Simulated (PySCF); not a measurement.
SnI4, SMILES [I][Sn]([I])([I])[I].

Geometry optimised at PBE0-D3(BJ)/def2-SVP. The isomer is the one that the SMILES or the coordinates give; other isomers of the formula were not compared. The def2 effective core potentials stand for the cores of I, Sn; spin–orbit coupling is left out.

Computed with PySCF with ωB97X/def2-TZVP.

Symmetry labels are those of the subgroup D2 that the program uses (full group Td).

Computed valence orbital energies around the gap with their symmetry:
```tsv
orbital	symmetry	energy (eV)
HOMO−7	A	-10.69
HOMO−6	A	-10.69
HOMO−5	B1	-10.35
HOMO−4	B2	-10.35
HOMO−3	B3	-10.35
HOMO−2	B1	-10.09
HOMO−1	B2	-10.09
HOMO	B3	-10.09
LUMO	A	-1.92
LUMO+1	B1	0.85
LUMO+2	B2	0.85
LUMO+3	B3	0.85
```
